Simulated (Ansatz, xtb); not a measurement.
**C4H8Si: 3 structures ranked**

3 gas-phase structures of C4H8Si, from a drawn sample of its isomers (lower ones may exist). Each was relaxed with GFN2-xTB:

A. `CCC#C[SiH3]`, a singlet
B. `CC#CC[SiH3]`, a singlet
C. `C#C[C@@H](C)[SiH3]`, a singlet

Question: Which do you expect lowest at r2SCAN-D4/def2-SVP, and how would the others follow?

Answer: Calculated order at r2SCAN-D4/def2-SVP: A (0.0), B (4.3), C (12.3) kcal/mol.

Energies above the lowest of each column, in kcal/mol; the last columns are at PBE-D3(BJ)/def2-SVP geometries:

```
structure  GFN2-xTB  HF/STO-3G  r2SCAN-D4/def2-SVP  PBE-D3(BJ)/def2-SVP  CCSD(T)/def2-SVP + ΔMP2/def2-TZVPP
        A       0.0        0.0                 0.0                  0.0                                 0.0
        B       1.7        5.4                 4.3                  3.0                                 6.3
        C       8.7       14.5                12.3                 10.9                                11.4
```

Every level run on A puts it lowest or level with the lowest. B keeps a small imaginary mode. ΔMP2 is the change of the MP2 energy from the smaller to the larger basis.

Programs: Ansatz 0.2.0, xtb 6.7.1.
